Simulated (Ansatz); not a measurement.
The cluster PtO₂. The state is a triplet with charge 0. Geometry r2SCAN-D4/def2-TZVPD, that of the charge -1 doublet; atoms count from 1.

```xyz
3

Pt    0.000    0.000    0.000
O     1.513   -0.487   -0.774
O    -1.513    0.487    0.774
```

In the def2 sets Pt takes a core potential; there is no spin–orbit coupling. The charge 0 triplet is spin-contaminated (final ⟨S²⟩ up to 2.40, 2.00 for a pure state). At PBE0-D4/def2-TZVPD a singlet of charge 0 lies 0.74 eV below the triplet at the same geometry. The structure comes from a short search, and lower isomers may exist.

Q: Estimate the Mulliken populations from the PBE0/def2-TZVPD orbitals of Ansatz.

A: 
```csv
atom,charge (e),spin (α − β),d electrons
Pt1,0.75,1.47,8.03
O2,-0.36,0.86,–
O3,-0.39,-0.33,–
```
Mulliken values and Mayer orders depend strongly on the basis. With diffuse functions, as here, like atoms can get unlike values, and bond orders can come out too low or too high.

Q: Where does the spin sit?

A: Summed by element: Pt 1.47, O 0.53, of 2 unpaired in all. Largest on single atoms: Pt1 1.47, O2 0.86, O3 -0.33.

Q: And the Mayer bond orders between bonded heavy atoms (over 0.3)?

A: Pt1–O2 1.49 (1.77 Å); Pt1–O3 1.40 (1.77 Å). Values over 0.3 also appear between atoms too far apart for a bond (O2–O3 0.42 at 3.54 Å); they arise where an orbital or an unpaired electron spreads over both atoms.
